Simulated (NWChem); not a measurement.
System: C$_{2}$H$_{3}$ClO$_{2}$Si; SMILES O=C1C[Si@@H](Cl)O1

```xyz
9

O      0.3749     2.7133    -0.5151
C      0.0880     1.6200    -0.1551
C     -1.2350     0.8400    -0.2274
Si    -0.2397    -0.4841     0.6377
Cl     0.2218    -2.1643    -0.4345
O      0.9439     0.7469     0.4725
H     -1.5552     0.6511    -1.2622
H     -2.0485     1.3462     0.3124
H     -0.4807    -0.8673     2.0446
```
Atoms are numbered in this order, from 1.

All runs: NWChem. Geometry: optimised at PBE0/def2-SVP. Total energies of different functionals are on different scales.

```csv
level,energy (Ha),highest occupied level (eV),orbital gap (eV),dipole (D)
PBE/def2-TZVP,-977.7816,-6.70,5.31,3.51
B3LYP/def2-TZVP,-978.4002,-7.98,7.36,3.81
BLYP/def2-TZVP,-978.3115,-6.58,5.31,3.58
TPSSh/def2-TZVP,-978.4034,-7.37,6.57,3.65
PW6B95/def2-TZVP,-979.2508,-8.37,7.96,3.80
```
